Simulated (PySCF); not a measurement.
Steps of a relaxation of [Nd(NH3)3]3+

[Nd(NH3)3]3+ (singlet in the valence; each metal's 4f electrons, 3 of them, lie in its core potential, out of spins and levels; a saddle point, relaxed within its symmetry). PySCF 2.14.0, RKS r2SCAN, Nd lcecp-1-SVP with ECP49, N def2-SVP, H def2-SVP; non-relativistic Hamiltonian with scalar-relativistic core potentials where named; density fitting; no spin-orbit coupling. Origin of the start: template. Columns: position (Å) and force (eV/Å). Energies are counted from the last step; some of the 7 steps are shown. Forces carry noise of the integration grid, about 0.01 to 0.03 eV/Å.

Run from Python with OMP_NUM_THREADS=2. Where DIIS fails, smearing, a level shift and second-order steps follow.
It took 82 s on 2 threads of Arm Neoverse N1, with other jobs on the host, from the converged density of the start.

```xyz
13
step 0  E = 0.169 eV
Nd    0.0000    0.0000    0.0000     0.00    0.00    0.00
N     2.5825    0.0000    0.0000    -1.78    0.03    0.00
H     2.9805   -0.4696    0.8133     0.45   -0.25    0.41
H     2.9805   -0.4696   -0.8133     0.45   -0.25   -0.41
H     2.9805    0.9392    0.0000     0.44    0.46    0.00
N    -1.2912    2.2365    0.0000     0.86   -1.55    0.00
H    -1.0836    2.8159    0.8133    -0.01    0.51    0.41
H    -1.0836    2.8159   -0.8133    -0.01    0.51   -0.41
H    -2.3036    2.1116    0.0000    -0.62    0.15    0.00
N    -1.2913   -2.2365    0.0000     0.92    1.52    0.00
H    -1.8969   -2.3464    0.8133    -0.44   -0.27    0.41
H    -1.8969   -2.3464   -0.8133    -0.44   -0.27   -0.41
H    -0.6769   -3.0507    0.0000     0.18   -0.61    0.00
```

```xyz
13
step 2  E = 0.013 eV
Nd    0.0000    0.0000    0.0000     0.00    0.00    0.00
N     2.5219    0.0010    0.0000     0.03    0.00    0.00
H     2.9766   -0.4688    0.8098    -0.08    0.05   -0.08
H     2.9766   -0.4688   -0.8098    -0.08    0.05    0.08
H     2.9764    0.9367    0.0000    -0.08   -0.09    0.00
N    -1.2618    2.1835    0.0000    -0.01    0.03    0.00
H    -1.0823    2.8122    0.8098     0.00   -0.09   -0.08
H    -1.0823    2.8122   -0.8098     0.00   -0.09    0.08
H    -2.2994    2.1093    0.0000     0.12   -0.02    0.00
N    -1.2601   -2.1845    0.0000    -0.02   -0.03    0.00
H    -1.8943   -2.3434    0.8098     0.08    0.04   -0.08
H    -1.8943   -2.3434   -0.8098     0.08    0.04    0.08
H    -0.6770   -3.0459    0.0000    -0.04    0.11    0.00
```

```xyz
13
step 4  E = 0.001 eV
Nd    0.0000    0.0000    0.0000     0.00    0.00    0.00
N     2.4948    0.0010    0.0000     0.01    0.00    0.00
H     2.9482   -0.4672    0.8075    -0.01   -0.02    0.03
H     2.9482   -0.4672   -0.8075    -0.01   -0.02   -0.03
H     2.9485    0.9336    0.0000    -0.01    0.03    0.00
N    -1.2483    2.1600    0.0000    -0.01    0.01    0.00
H    -1.0695    2.7868    0.8075     0.02    0.00    0.03
H    -1.0695    2.7868   -0.8075     0.02    0.00   -0.03
H    -2.2827    2.0867    0.0000    -0.02   -0.03    0.00
N    -1.2465   -2.1610    0.0000    -0.01   -0.02    0.00
H    -1.8786   -2.3196    0.8075    -0.01    0.02    0.03
H    -1.8786   -2.3196   -0.8075    -0.01    0.02   -0.03
H    -0.6657   -3.0202    0.0000     0.03   -0.01    0.00
```

Problem. Where does the relaxation end?

Solution. It converges at step 6 in C3h:
```xyz
13
step 6  E = 0
Nd    0.0000    0.0000    0.0000
N     2.4924    0.0012    0.0000
H     2.9428   -0.4682    0.8090
H     2.9428   -0.4682   -0.8090
H     2.9433    0.9355    0.0000
N    -1.2472    2.1579    0.0000
H    -1.0659    2.7826    0.8090
H    -1.0659    2.7826   -0.8090
H    -2.2818    2.0812    0.0000
N    -1.2452   -2.1590    0.0000
H    -1.8768   -2.3144    0.8090
H    -1.8768   -2.3144   -0.8090
H    -0.6615   -3.0167    0.0000
```

Problem. How did the contacts change?

Solution. 
```csv
contact,start (Å),end (Å)
Nd1–N2 (NH3),2.582,2.492
Nd1–N6 (NH3),2.582,2.492
Nd1–N10 (NH3),2.582,2.492
```


An lcecp potential fixes the number of 4f electrons, so in runs with it no electron can move into or out of that shell.
